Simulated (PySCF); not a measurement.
H₃FO₂Si, singlet, at a GFN2-xTB geometry.

Input for PySCF:
```python
from pyscf import gto, scf, tdscf

mol = gto.M(
    atom='''
Si    0.327173    0.026510   -0.111651
O    -0.328354    1.457746   -0.414853
O    -0.538511   -1.125839   -0.846149
F     0.258373   -0.298805    1.466884
H     1.715485    0.121667   -0.475666
H    -1.273434    1.587430   -0.439377
H    -0.412907   -2.046238   -0.635772
''',
    basis='6-31g',
    charge=0,
    spin=0,
    verbose=3,
)

mf = scf.RHF(mol)
mf.kernel()
td = mf.TDHF()
td.nstates = 5
td.kernel()
td.analyze()
```

**Question.** What does this run give for the HOMO energy, dipole moment, lowest excitation energy found, number of basis functions, total energy?

**Answer.** 
| Property | Value |
|---|---|
| HOMO energy | -14.08 eV |
| dipole moment | 2.01 D |
| lowest excitation energy found | 10.42 eV |
| number of basis functions | 46 |
| total energy | -539.8195 Eh |
